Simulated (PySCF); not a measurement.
## Electric field gradients and quadrupole coupling constants

C4FNO3.
Numbering: `[N:1]#[C:2][c:3]1[o:4][c:5](=[O:6])[o:7][c:8]1[F:9]`

Field gradients from the B3LYP/pcJ-1 density (PySCF, non-relativistic), principal values in atomic units, ordered |Vxx| ≤ |Vyy| ≤ |Vzz|:

| atom | Vxx | Vyy | Vzz |
| --- | --- | --- | --- |
| N1 | 0.3306 | 0.6963 | -1.0268 |
| O4 | -0.4369 | -1.2925 | 1.7294 |
| O6 | 0.6528 | 0.6977 | -1.3505 |
| O7 | -0.4288 | -1.1242 | 1.5530 |

Task: Find the asymmetry η = (Vxx − Vyy)/Vzz and the couplings χ = eQV/h (234.96 MHz × Q in barn × V in au), with Q(14N) = 0.02044 b, Q(17O) = −0.0256 b.

Result: 
```
atom       environment  nucleus     η  χzz (MHz)  χxx (MHz)  χyy (MHz)
  N1  nitrile nitrogen      14N  0.36     -4.932      1.588      3.344
  O4       ring oxygen      17O  0.49     -10.40       2.63       7.77
  O6   carbonyl oxygen      17O  0.03       8.12      -3.93      -4.20
  O7       ring oxygen      17O  0.45      -9.34       2.58       6.76
```

The gradient is axial or nearly so (η below 0.05) at O6. 

Task: What is Vzz at O7 in SI units (1 au = 9.71736 × 10²¹ V/m²)?

Result: 1.5530 au = 15.091 × 10²¹ V/m².

Geometry: GFN2-xTB; no solvent, vibrations or thermal averaging. GFN2-xTB bond lengths can be off by several hundredths of an ångström, more for odd bonds, and the gradients follow them. These gradients aren't converged with respect to the basis.
